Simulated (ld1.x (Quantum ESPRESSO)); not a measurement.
u(r) = r·R(r): atom against pseudo-atom (Ti)

Columns: radius, all-electron u(r) and pseudo u(r) of the 4s shell (level -4.86 eV) of titanium in the configuration [Ar] 3d2 4s1.5 4p0.5; PBE, scalar-relativistic, TM scheme, ld1.x (Quantum ESPRESSO) 7.5.

```json
{"r (bohr)": "0.202", "all-electron": "-0.1552", "pseudo": "-0.0222"}
{"r (bohr)": "0.405", "all-electron": "0.0203", "pseudo": "-0.0461"}
{"r (bohr)": "0.607", "all-electron": "0.2245", "pseudo": "-0.0735"}
{"r (bohr)": "0.810", "all-electron": "0.2569", "pseudo": "-0.1063"}
{"r (bohr)": "1.012", "all-electron": "0.1650", "pseudo": "-0.1463"}
{"r (bohr)": "1.215", "all-electron": "0.0202", "pseudo": "-0.1955"}
{"r (bohr)": "1.418", "all-electron": "-0.1306", "pseudo": "-0.2541"}
{"r (bohr)": "1.620", "all-electron": "-0.2643", "pseudo": "-0.3202"}
{"r (bohr)": "1.822", "all-electron": "-0.3734", "pseudo": "-0.3900"}
{"r (bohr)": "2.025", "all-electron": "-0.4574", "pseudo": "-0.4572"}
{"r (bohr)": "2.228", "all-electron": "-0.5177", "pseudo": "-0.5143"}
{"r (bohr)": "2.430", "all-electron": "-0.5576", "pseudo": "-0.5557"}
{"r (bohr)": "2.632", "all-electron": "-0.5808", "pseudo": "-0.5804"}
{"r (bohr)": "2.835", "all-electron": "-0.5903", "pseudo": "-0.5903"}
{"r (bohr)": "3.037", "all-electron": "-0.5884", "pseudo": "-0.5884"}
{"r (bohr)": "3.240", "all-electron": "-0.5775", "pseudo": "-0.5775"}
{"r (bohr)": "3.442", "all-electron": "-0.5598", "pseudo": "-0.5598"}
{"r (bohr)": "3.645", "all-electron": "-0.5368", "pseudo": "-0.5368"}
{"r (bohr)": "3.847", "all-electron": "-0.5102", "pseudo": "-0.5102"}
{"r (bohr)": "4.050", "all-electron": "-0.4812", "pseudo": "-0.4812"}
{"r (bohr)": "4.252", "all-electron": "-0.4510", "pseudo": "-0.4510"}
{"r (bohr)": "4.455", "all-electron": "-0.4203", "pseudo": "-0.4203"}
{"r (bohr)": "4.658", "all-electron": "-0.3897", "pseudo": "-0.3897"}
{"r (bohr)": "4.860", "all-electron": "-0.3600", "pseudo": "-0.3600"}
{"r (bohr)": "5.062", "all-electron": "-0.3313", "pseudo": "-0.3313"}
{"r (bohr)": "5.265", "all-electron": "-0.3039", "pseudo": "-0.3039"}
```

**Question.** How many radial nodes do the two functions have?

**Answer.** The all-electron 4s function has n − l − 1 = 3 (the table is too coarse to show those close to the nucleus); the pseudo-wave has 0, since the states of the same l below it are removed with the core.

**Question.** At about which radius was the pseudo-wave matched?

**Answer.** 3.05 bohr. The columns agree to 0.0005 from 2.63 bohr on; several derivatives are matched, so the curves merge somewhat inside the radius.

**Question.** Where does each function peak?

**Answer.** Outermost all-electron maximum near 2.83 bohr, pseudo maximum near 2.83 bohr (to the table’s step).

**Question.** Is the pseudo-wave norm-conserving?

**Answer.** Yes: the TM scheme keeps the norm inside the radius equal to the all-electron one, which fixes the energy derivative of the logarithmic derivative at the level.
